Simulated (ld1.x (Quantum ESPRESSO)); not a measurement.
**What one change does to a pseudopotential (silver (Ag), ultrasoft)**

ld1.x (Quantum ESPRESSO) 7.5 input, shortened:

```
&input
   title='Ag', zed=47., rel=1, dft='WC', iswitch=3,
   config='[Kr] 4d9 5s0 5p0'
 /
 &inputp
   pseudotype=3, tm=.true., lloc=-1, rcloc=2.10,
   nlcc=.false.,
   which_augfun='PSQ', rmatch_augfun=1.60
 /
6
5S  1  0   0.00   0.00  1.95  2.10  0.0
5S  1  0   0.00   0.05  1.95  2.10  0.0
5P  2  1   0.00   0.00  2.45  2.75  0.0
5P  2  1   0.00   3.80  2.45  2.75  0.0
4D  3  2   9.00   0.00  1.90  2.20  0.0
4D  3  2   0.00   1.35  1.90  2.20  0.0
 &test
   configts(1)='4d9 5s0 5p0'
 /
```

Change: waves 4d (bound): rcut 1.90, rcutus 2.32 bohr; 4d channel at 1.35 Ry: rcut 1.90, rcutus 2.32 bohr.

Cutoffs: the cutoffs (Ry, on a coarse ladder) from which the occupation-weighted sum of valence levels, in a spherical-Bessel basis at the reference potential, stays within 10 and 1 mRy of its value at 400 Ry; they do not see the model core or the augmentation charge, which bear on the density cutoff. Errors are all-electron minus pseudo energies relative to the spin-unpolarised reference configuration.

**Question.** How do hardness, ghosts and transferability respond?

**Answer.** The potential gets neither clearly harder nor softer (21 Ry and 35 Ry → 21 Ry and 35 Ry); of the 7 tests that both files solve, the error grows in 0 and shrinks in 2 by more than 15 % and 0.3 meV (median size 36.8 → 33.3 meV); the range in which the d phases agree narrows (upper end 4.2 → -0.2); neither file shows a bound ghost.

| quantity | base | changed |
| --- | --- | --- |
| cutoff, loose | 21 Ry | 21 Ry |
| cutoff, tight | 35 Ry | 35 Ry |
| bound ghosts | none | none |
| error for 4d10 5s1 5p0, meV [ΔE -29.86 eV] | +22 | +11 |
| error for 4d10 5s0 5p0, meV [ΔE -22.13 eV] | -14 | -16 |
| error for 4d8 5s0 5p0, meV [ΔE 36.20 eV] | -42 | -44 |
| error for 4d9 5s1 5p0, meV [ΔE -16.69 eV] | +37 | +33 |
| error for 4d7 5s0 5p0, meV [ΔE 87.92 eV] | -228 | -249 |
| error for 4d9 5s2 5p0, meV [ΔE -25.81 eV] | +84 | +74 |
| error for 4d10 5s0 5p1, meV [ΔE -25.89 eV] | +9.0 | +3.5 |
| s: phases at 2.98 bohr within 0.05 rad from the reference energy up to (Ry; the scan ends near 5) | 0.9 | 0.9 |
| p: phases at 2.98 bohr within 0.05 rad from the reference energy up to (Ry; the scan ends near 5) | to the end of the scan | to the end of the scan |
| d: phases at 2.98 bohr within 0.05 rad from the reference energy up to (Ry; the scan ends near 5) | 4.2 | -0.2 |
| lowest overlap eigenvalue by channel | s 0.51, p 0.80, d 0.85 | s 0.51, p 0.80, d 0.84 |
